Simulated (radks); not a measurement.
Initial-state core-level shifts of neutral technetium when its valence configuration changes from [Kr] 4d5 5s2. All-electron calculation, scalar-relativistic Kohn-Sham, PBE, spin-polarised, spherical densities, point nucleus; open shells are filled with parallel spins first (spin-orbit coupling, left out, can overturn this in heavy ions). Program: a radial shooting solver on a logarithmic mesh with Libxc functionals. Shifts are changes of the shell-averaged eigenvalues in eV (positive: less bound).

| valence | 1s | 2p | 3d | 4p |
|---|---|---|---|---|
| 4d6 5s1 | +3.052 | +3.230 | +3.221 | +2.838 |
| 4d4 5s2 5p1 | -5.267 | -5.507 | -5.444 | -4.809 |
| 4d5 5p2 | -2.430 | -2.391 | -2.414 | -2.399 |
| 4d3 5s2 5p2 | -10.781 | -11.331 | -11.154 | -9.617 |
| 4d4 5s1 5p2 | -6.195 | -6.440 | -6.388 | -5.697 |
| 4d6 5p1 | +1.626 | +1.856 | +1.831 | +1.378 |
| 4d5 5s1 5p1 | -1.133 | -1.132 | -1.140 | -1.096 |
| 4d7 | +5.181 | +5.519 | +5.517 | +4.865 |
| 4d3.5 5s1.5 5p2 | -8.451 | -8.840 | -8.731 | -7.650 |
